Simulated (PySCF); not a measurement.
System: sum formula SiN3H5F, net charge -1, singlet state. It need not be the lowest isomer of its formula. Whether it binds its extra electron was not tested at this geometry. SMILES: [NH-][Si](N)(N)F
Coordinates optimised at B3LYP-D3(BJ)/def2-TZVP (Ansatz):
```xyz
10

N      0.2493     1.7683    -0.0589
Si     0.0035     0.1540     0.0180
N      1.0483    -0.6533    -1.1682
N     -1.6669    -0.4217    -0.1315
F      0.3972    -0.7322     1.3713
H     -0.4332     2.3520     0.4130
H      1.6818    -1.3249    -0.7526
H      1.6027     0.0432    -1.6507
H     -2.1215    -0.0587    -0.9594
H     -1.7687    -1.4306    -0.1335
```
Charge -1, spin multiplicity 1.

Dispersion corrections to the total energy (kcal/mol) from the dftd3 and dftd4 libraries through PySCF: D3(BJ) without and D4 with the three-body term, each with the damping fitted for the functional named.

```
functional  D3(BJ)      D4
----------  ------  ------
BHLYP        -6.38   -6.48
TPSS         -5.79       ?
B3LYP        -8.05   -8.86
TPSSh        -5.32       ?
PBE              ?   -5.51
BLYP         -9.83  -12.24
CAM-B3LYP    -3.59   -4.63
```

**Question.** Fill in the missing entries.

**Answer.** 
- TPSS, D4: -7.44
- TPSSh, D4: -6.75
- PBE, D3(BJ): -4.60
